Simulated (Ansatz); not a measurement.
Single points on AlCl2(OH) (AlCl2OH).

```yaml
crystal:
  periodic: [false, false, false]
  atoms:
    - {symbol: Al, position_ang: [0.280609, 0.264624, -0.059931]}
    - {symbol: Cl, position_ang: [2.339041, 0.424575, -0.211767]}
    - {symbol: Cl, position_ang: [-0.910661, 1.957663, -0.260441]}
    - {symbol: O, position_ang: [-0.384112, -1.248298, 0.225120]}
    - {symbol: H, position_ang: [-1.324877, -1.398574, 0.307009]}
basis:
  gaussian: {orbitals: def2-TZVP, initial_orbitals: start.molden}
hamiltonian: {xc: hf}
scf: {omitted_lower_state_checks: [starts]}
output: {orbitals: {seedname: orbitals}}
```

The file start.molden holds the orbitals of an earlier run on this structure, at another level or in another basis.

```sh
$ ansatz run in.yaml --threads 4 --pin off --events-out ev --progress --plain --max-ram 3916MiB
```

It prints (some lines left out):

```
Functional definition: HF
1187 factors; their error is unknown
mean field evaluation 1: about -33649.8557 eV, gradient 3.8e1 eV
mean field evaluation 2: about -33650.4827 eV, gradient 8.8e-1 eV
mean field evaluation 4: about -33650.8803 eV, gradient 4.6e-1 eV
mean field -33650.88044488 eV, -1236.6470469635 hartree, gradient 1.7e-5 eV, S^2 0.000000; 0 other end points of the search recorded, 0 dependent functions left out
reference -33650.88044488 eV, -1236.6470469635 hartree; 28, 28 occupied and 120, 120 virtual orbitals, 1187 factors
Total energy: -33650.88044488 eV, -1236.6470469635 hartree
Checks for a lower state left out: starts
```

It took 0.75 s on 4 threads of Intel Xeon Platinum 8375C on a shared host.

As the first input, with `gaussian: {orbitals: def2-SVP, initial_orbitals: start.molden}`, `hamiltonian: {xc: pbe, dispersion: d4}` (abridged; 0.65 s):

```
Functional definition: PBE
mean field -33683.02035928 eV, -1237.8281670324 hartree, gradient 2.0e-5 eV, S^2 0.000000
Total energy: -33683.14608928 eV, -1237.8327875245 hartree
Checks for a lower state left out: starts
```

The first input with `hamiltonian: {xc: {name: wB97X-V}}` (abridged; 3.1 s):

```
Functional definition: wB97X-V
mean field -33707.48049787 eV, -1238.7270605458 hartree, gradient 8.7e-5 eV, S^2 0.000000
Total energy: -33707.48049611 eV, -1238.7270604811 hartree
Checks for a lower state left out: starts
```

As the first input, with `hamiltonian: {xc: r2scan, dispersion: d4}` (abridged; 1.6 s):

```
Functional definition: r2SCAN
mean field -33709.75090621 eV, -1238.8104965134 hartree, gradient 7.5e-6 eV, S^2 0.000000
Total energy: -33709.77938955 eV, -1238.8115432568 hartree
Checks for a lower state left out: starts
```

First input, but with `correlation: {method: mp2}` and without the key `hamiltonian` (abridged; 1.1 s):

```
Functional definition: HF
mean field -33650.88058908 eV, -1236.6470522626 hartree, gradient 8.0e-7 eV, S^2 0.000000
16 core orbitals not correlated: weight in the atoms' cores, before any rotation towards them, 1.000 or more for the frozen orbitals, at most 0.000 for the correlated occupied ones
second order -18.34305892 eV of doubles, -0.00000000 eV of singles
Total energy: -33669.22364800 eV, -1237.3211472447 hartree
Checks for a lower state left out: starts
```

The first input with `hamiltonian: {xc: pbe0, dispersion: d4}` (abridged; 1.3 s):

```
Functional definition: PBE0
mean field -33699.46897550 eV, -1238.4326425293 hartree, gradient 7.7e-5 eV, S^2 0.000000
Total energy: -33699.57688054 eV, -1238.4366079662 hartree
Checks for a lower state left out: starts
```

As the first input, with `hamiltonian: {xc: {name: B3LYP}, dispersion: d4}`, `output: {forces: true, orbitals: {seedname: orbitals}}` (abridged; 1.8 s):

```
Functional definition: B3LYP
mean field -33714.39051710 eV, -1238.9809990688 hartree, gradient 7.9e-6 eV, S^2 0.000000
Total energy: -33714.59715178 eV, -1238.9885927531 hartree
Atom 0 force     0.020813     0.012003    -0.003186 eV/Å
Atom 1 force     0.143285     0.006480    -0.009830 eV/Å
Atom 2 force    -0.084915     0.113603    -0.013157 eV/Å
Atom 3 force     0.060039    -0.074617     0.008377 eV/Å
Atom 4 force    -0.139222    -0.057470     0.017796 eV/Å
Dipole moment:    -0.326449    -0.107739     0.037386 e Å
Checks for a lower state left out: starts
```

Geometry: PBE0-D4/def2-TZVP.

B3LYP takes the VWN-RPA correlation. Correlated methods freeze 16 core orbitals.
